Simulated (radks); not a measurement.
Neutral cadmium, configuration [Kr] 4d9.5 5s1 5p1.5 (fractional occupations, a model configuration). Method: Dirac Kohn-Sham, LDA (Slater exchange, Perdew-Wang correlation), spin-unpolarised, spherical densities, finite nucleus; open shells fill j = l - 1/2 first; Fermi nuclear charge, rms radius 4.6087 fm; computed with a radial shooting solver on a logarithmic mesh with Libxc functionals.

Normalised radial functions P(r) = r R(r) (large component), r in bohr:

```
   r/bohr * 4p1/2, o 4p3/2, + 4d3/2 (the largest magnitude, 1.16, reaches the edge; | marks zero, & curves that meet)
 0.001221                             &
 0.001641                             &
 0.002224                             &
  0.00299                             &
 0.004053                             &
 0.005449                             &*
 0.007384                             +&
 0.009928                             +&
  0.01346                             + &
  0.01809                             +  &
  0.02452                             +   o*
  0.03296                             |+    o*
  0.04467                             |+      o*
  0.06006                             | +       &
   0.0814                             |   +    &
   0.1094                             |    & +
   0.1483                          *o |         +
   0.1994                 *o          |          +
   0.2703              &              |         +
   0.3634                    o *      |   +
   0.4924                       +     |      o *
   0.6621            +                |                     o *
   0.8973       +                     |                          &
    1.206        +                    |                  *o
    1.635              +              |        *o
    2.198                     +       |  &
    2.979                         +   *o
    4.005                            +&
    5.428                             &
    7.298                             &
    9.891                             &
     13.3                             &
```

4p1/2: eigenvalue -75.722 eV, 2 radial nodes at r = 0.132, 0.422 bohr, <r> = 0.936 bohr, 90 % of the charge inside 1.38 bohr. 4p3/2: eigenvalue -69.786 eV, 2 radial nodes at r = 0.138, 0.435 bohr, <r> = 0.967 bohr, 90 % of the charge inside 1.43 bohr. 4d3/2: eigenvalue -16.554 eV, 1 radial node at r = 0.413 bohr, <r> = 1.25 bohr, 90 % of the charge inside 1.97 bohr.
